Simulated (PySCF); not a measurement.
**KF, r²SCAN: how much the basis matters**

PySCF, UKS reference; singlet, unpaired electrons none; De to K + F without counterpoise correction.

```json
{"basis": "x2c-SVPall", "relativity": "spin-free X2C", "functions": "38", "Re (Å)": "2.151", "ωe (cm⁻¹)": "482", "De (eV)": "4.61", "μ (D)": "-7.75"}
{"basis": "def2-SVPD", "relativity": "no relativity", "functions": "50", "Re (Å)": "2.229", "ωe (cm⁻¹)": "414", "De (eV)": "5.08", "μ (D)": "-9.08"}
{"basis": "x2c-TZVPPall", "relativity": "spin-free X2C", "functions": "64", "Re (Å)": "2.193", "ωe (cm⁻¹)": "426", "De (eV)": "4.93", "μ (D)": "-8.52"}
```

How does each smaller set differ from the one with most functions, x2c-TZVPPall?

x2c-SVPall: -4.2 pm, +13.1 % in ωe, -0.32 eV in De; def2-SVPD: +3.6 pm, -2.8 % in ωe, +0.15 eV in De. All at r²SCAN; the set with most functions is neither the basis-set limit nor always the best. The rows treat relativity differently, so the differences are not basis effects alone.

A positive dipole means K(−)F(+).
